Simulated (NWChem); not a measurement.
CH₃F₃Si; SMILES FC(F)(F)[SiH3]

Computed with NWChem. Medium grid unless said otherwise, to which SCAN and Minnesota functionals are sensitive. All runs use the structure optimised with PBE0/def2-SVP. B3LYP is NWChem's, with the RPA form of VWN correlation. Total energies of different functionals are on different scales.

```csv
level,energy (Ha),highest occupied level (eV),orbital gap (eV),dipole (D)
PBE/def2-SVP,-628.0872,-7.78,7.49,1.61
B3LYP/def2-SVP,-628.5890,-9.19,9.52,1.90
r2SCAN/def2-SVP,-628.3940,-8.26,8.21,1.84
PW6B95/def2-SVP,-629.1863,-9.61,10.15,2.01
BLYP/def2-SVP,-628.5186,-7.65,7.52,1.63
PBE0/def2-SVP,-628.1187,-9.48,9.99,1.94
```
